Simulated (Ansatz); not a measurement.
Cartesian coordinates in Å:
```
B -1.044 0.954 -0.278
C -0.747 -0.367 0.269
F -0.127 -1.389 -0.687
Al 1.282 -0.417 0.136
H -1.455 1.750 0.516
H -0.792 1.256 -1.404
H -1.109 -0.952 1.103
H 1.945 -1.309 1.254
H 2.048 0.474 -0.909
```

The species carries charge 0 and has multiplicity 1. The bonds changed during the relaxation, so this is another structure than the one it started from.

(1) List the PBE0/def2-TZVPP orbital energies in eV (the Gaussian-basis code of Ansatz). (Best estimate.)

Answers

(1) Ansatz gave: Occupied: -1528.29, -675.44, -280.06, -184.15, -114.13, -74.22, -74.11, -74.02, -34.60, -19.96, -15.29, -15.03, -14.50, -12.60, -10.93, -10.55, -9.77, -8.70, -8.13. Lowest empty: -0.87, -0.68, 0.19, 0.99, 1.48, 2.04, 2.51, 2.94.
